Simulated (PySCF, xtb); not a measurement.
CH3Cl2NSi2, SMILES Cl[Si]1(Cl)N=C[SiH2]1.

Harmonic wavenumbers (cm⁻¹) from xtb 6.7.1 with GFN2-xTB at its own minimum, in rising order: 73, 100, 132, 159, 280, 310, 359, 448, 467, 519, 523, 577, 694, 733, 768, 819, 1217, 1594, 2254, 2257, 3004.

Q: What does PBE-D3(BJ)/def2-SVP (PySCF) give at its own minimum? (An estimate is asked for; the answer gives what the named calculation found.)

A: 78, 110, 154, 191, 259, 335, 440, 444, 523, 560, 602, 626, 724, 732, 864, 894, 1238, 1529, 2137, 2159, 2954. Paired by order, the mean absolute difference is 47 cm⁻¹ and the zero-point energies are 24.7 and 25.1 kcal/mol.
